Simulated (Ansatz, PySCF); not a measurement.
Molecule: sum formula H2BO2 (charge 0, doublet). It need not be the lowest isomer of its formula. 
Structure (B3LYP-D3(BJ)/def2-TZVP (Ansatz, a program for electronic structure) minimum search):
```
B
O 1 1.3477
H 2 0.9710 1 116.96
O 1 1.3477 2 129.88 3 0.00
H 4 0.9710 1 116.96 2 0.00
```
Charge 0, spin multiplicity 2.

Total electronic energies in hartree. Valence correlation only, unless marked. Open shells are spin-unrestricted. No spin-orbit coupling. Non-relativistic. CBS marks a two-point X^-3 extrapolation of the correlation energy; Hartree-Fock from the larger set. [CCSD(T)-MP2]/basis is that difference in the basis named.

```csv
level,program,energy (Eh)
HF/cc-pVDZ,Ansatz,-175.62268
HF-D3(BJ)/def2-TZVPD,PySCF + dftd3,-175.71175
M06-L-D4/def2-TZVPD,PySCF + dftd4,-176.56689
r2SCAN/def2-TZVPD,Ansatz,-176.51324
MN15/def2-TZVPD,PySCF,-176.42919
HSE06/def2-TZVPD,Ansatz,-176.39692
RI-MP2/aug-cc-pVTZ,Ansatz,-176.25493
CCSD(T)/aug-cc-pVTZ,Ansatz,-176.28416
"RI-MP2/CBS(aug-cc-pVTZ,aug-cc-pVQZ)+[CCSD(T)-MP2]/aug-cc-pVTZ",Ansatz,-176.3626
```

Totals of different functionals don't rank their quality; only differences between species are comparable.
